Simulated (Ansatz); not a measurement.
System: CH6FSi2 (charge -1, singlet). It need not be the lowest isomer of its formula. Whether it binds its extra electron was not tested at this geometry. 
Geometry from a B3LYP-D3(BJ)/def2-TZVP (Ansatz, an electronic-structure program) optimisation:
SMILES: F[SiH-]C[SiH3]
```xyz
10

F      1.6339    -1.0640    -0.5401
Si     1.2506     0.5869    -0.3813
C     -0.2455     0.3482     0.9166
Si    -1.8309    -0.1245     0.0969
H      2.2782     0.9150     0.7404
H     -0.3868     1.3071     1.4311
H      0.0351    -0.3960     1.6705
H     -1.7081    -1.3287    -0.7715
H     -2.9592    -0.4519     1.0375
H     -2.3669     0.9688    -0.7648
```
Charge -1, spin multiplicity 1.

Basis-set convergence of Hartree-Fock and CCSD(T) correlation energies (hartree) with Ansatz. Correlated levels leave the core frozen unless marked. No spin-orbit coupling. No relativistic terms. This anion needs diffuse functions, which these sets lack.

| basis | functions | E(HF) | E(corr, CCSD(T)) |
|---|---|---|---|
| cc-pV(D+d)Z | 104 | -718.70866 | -0.61039 |
| cc-pV(T+d)Z | 222 | -718.78670 | -0.76660 |
| cc-pV(Q+d)Z | 418 | [?] | [?] |

Problem. Fill in the missing entries.

Solution. 
- cc-pV(Q+d)Z, E(HF): -718.80845
- cc-pV(Q+d)Z, E(corr, CCSD(T)): -0.81823
